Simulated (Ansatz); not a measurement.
Al(H2S)Cl3 (AlH2SCl3), relaxed as a singlet with RKS PBE0-D4/def2-SVP in Ansatz, starting from the GFN2-xTB geometry. Force threshold 0.02 eV/Å.

Start:

Cartesian coordinates in Å:
```
Al -1.040 0.387 -0.200
S 1.560 -0.448 -0.379
H 1.895 0.264 0.695
H 1.288 -1.530 0.346
Cl -0.713 2.301 -0.829
Cl -1.174 0.050 1.822
Cl -1.816 -1.024 -1.456
```

```json
{"step": "1", "energy (eV)": "-55002.9071", "largest force component (eV/Å)": "1.125", "SCF passes": "21"}
{"step": "2", "energy (eV)": "-55003.0148", "largest force component (eV/Å)": "0.798", "SCF passes": "25"}
{"step": "3", "energy (eV)": "-55003.0849", "largest force component (eV/Å)": "0.751", "SCF passes": "25"}
{"step": "4", "energy (eV)": "-55003.1020", "largest force component (eV/Å)": "0.197", "SCF passes": "24"}
{"step": "5", "energy (eV)": "-55003.1034", "largest force component (eV/Å)": "0.011", "SCF passes": "21"}
```

Force components are those of the run's own axes.

End:

```xyz
7

Al   -0.930    0.346   -0.181
S     1.436   -0.405   -0.383
H     1.918    0.280    0.680
H     1.306   -1.552    0.324
Cl   -0.685    2.328   -0.845
Cl   -1.235    0.058    1.888
Cl   -1.811   -1.055   -1.482
```

By distances, no bond broke or formed. The bond that changes most is Al1–S2, from 2.74 to 2.49 Å (atoms count from 1).

No frequencies were taken in this run, so the end may be a saddle point.

It took 3.2 s on 4 threads of AMD EPYC 9R45 on a shared host.
